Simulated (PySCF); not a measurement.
HB (SMILES [BH]), singlet, at a GFN2-xTB geometry, with bond 2-1 at 2.0 times its length. Base run: PBE0/def2-SVP in PySCF.

Input for PySCF:
```python
from pyscf import gto, scf, dft

mol = gto.M(
    atom='''
B    -0.00000000   -0.00000000   -0.19417233
H     0.00000000    0.00000000    2.13589559
''',
    basis='def2-svp',
    verbose=4,
)

mf = dft.RKS(mol)
mf.xc = 'pbe0'
mf.kernel()
```

Variants of this job, named by their change:

| change | ΔE vs base (mEh) | SCF cycles |
|---|---|---|
| base | 0.000 | 7 |
| conv_tol = 1e-7 | 0.000 | 6 |
| init_guess = huckel | 0.000 | 9 |
| init_guess = atom | 0.000 | 8 |
| init_guess = mod_huckel | 0.000 | 9 |
| DIIS = ADIIS | 0.000 | 16 |
| diis_space = 4 | 0.000 | 9 |
| conv_tol_grad = 1e-3 | 0.000 | 7 |
| init_guess = 1e | 0.000 | 9 |
| conv_tol = 1e-4 | 0.000 | 5 |
| conv_tol = 1e-11 | 0.000 | 9 |
| solver = newton | 0.000 | - |
| level_shift = 1.0 (with mf.max_cycle = 100) | 0.000 | 58 |
